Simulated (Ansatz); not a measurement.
Gas-phase reaction 2 R1 → P1 + P2, each structure at its B3LYP-D3(BJ)/def2-TZVP stationary point, reached from a drawn start (curvature not checked).
P1: Br4Sn (SMILES [Br][Sn]([Br])([Br])[Br]), charge 0, multiplicity 1.
R1, Br3Sn (SMILES [Br][Sn]([Br])[Br]) (charge 0, multiplicity 2):
```xyz
4

Sn    -0.0021    -0.0021    -0.6669
Br     2.3637    -0.0093     0.2147
Br    -1.1722     2.0520     0.2196
Br    -1.1894    -2.0407     0.2325
```
P2, Br2Sn (SMILES [Br][Sn][Br]) (charge 0, multiplicity 1):
```xyz
3

Sn     0.00537     0.00525    -1.09331
Br     1.94458    -0.00638     0.55616
Br    -1.94985     0.00113     0.53716
```

P less R. No zero-point or thermal terms; singlets are restricted closed shells; open shells are unrestricted; no spin–orbit coupling.

Frozen-core correlation throughout. In cc and def2 sets filled d and f shells under p-block atoms count as core.

Run with Ansatz (a program for electronic structure) with Gaussian orbitals. No computed number here is a measurement. Elements past Kr take the def2 small-core potentials, without spin–orbit coupling.

Total energies in hartree:

```json
[
 {"structure": "P1", "PBE/def2-TZVPP": "-10509.575349", "B3LYP/def2-TZVPP": "-10511.300581", "CCSD(T)/def2-TZVPP": "-10504.042143"},
 {"structure": "R1", "PBE/def2-TZVPP": "-7935.747403", "B3LYP/def2-TZVPP": "-7937.059687", "CCSD(T)/def2-TZVPP": "-7931.371606"},
 {"structure": "P2", "PBE/def2-TZVPP": "-5361.965391", "B3LYP/def2-TZVPP": "-5362.867432", "CCSD(T)/def2-TZVPP": "-5358.759253"}
]
```

Task: Work out the reaction energy at each level in kJ/mol (1 hartree = 2625.49964 kJ/mol), and say how far PBE/def2-TZVPP lies from CCSD(T)/def2-TZVPP.

Result: 
- PBE/def2-TZVPP: (-10509.575349) + (-5361.965391) − 2 × (-7935.747403) = -0.045934 hartree = -120.6 kJ/mol
- B3LYP/def2-TZVPP: (-10511.300581) + (-5362.867432) − 2 × (-7937.059687) = -0.048639 hartree = -127.7 kJ/mol
- CCSD(T)/def2-TZVPP: (-10504.042143) + (-5358.759253) − 2 × (-7931.371606) = -0.058184 hartree = -152.8 kJ/mol
PBE/def2-TZVPP less CCSD(T)/def2-TZVPP: 32.2 kJ/mol. CCSD(T)/def2-TZVPP is the level counted from, the highest shown, and no exact or measured value.
